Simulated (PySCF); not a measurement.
Ga(I)2(OH) (GaHI2O), SMILES [I][Ga]([OH])[I]. Atoms are numbered in the order given.

```xyz
5

Ga     0.7558     0.0084     0.0000
I     -0.4440    -2.1857     0.0000
I     -0.4366     2.1861     0.0000
O      2.5357     0.0656     0.0000
H      2.9575    -0.8053     0.0000
```

Coordinates come from a B3LYP-D3(BJ)/def2-SVP optimisation. The def2 effective core potentials stand for the cores of I; spin–orbit coupling is left out. The values are those of a single conformer.

All values below come from PBE/def2-TZVP (PySCF).

ESP charges are fitted to the potential on shells at 1.4 to 2.0 van der Waals radii. Atomic charges (e):

```json
[
 {"atom": "Ga1", "Löwdin": "-0.45", "ESP fit": "?"},
 {"atom": "I2", "Löwdin": "0.20", "ESP fit": "?"},
 {"atom": "I3", "Löwdin": "0.23", "ESP fit": "?"},
 {"atom": "O4", "Löwdin": "-0.16", "ESP fit": "?"},
 {"atom": "H5", "Löwdin": "0.18", "ESP fit": "?"}
]
```

Question: Some entries are withheld; supply them. (The exact figures need the calculation; the answer reports its results.)

Answer: 
- Ga1, ESP fit: 0.36
- I2, ESP fit: -0.12
- I3, ESP fit: -0.07
- O4, ESP fit: -0.52
- H5, ESP fit: 0.36
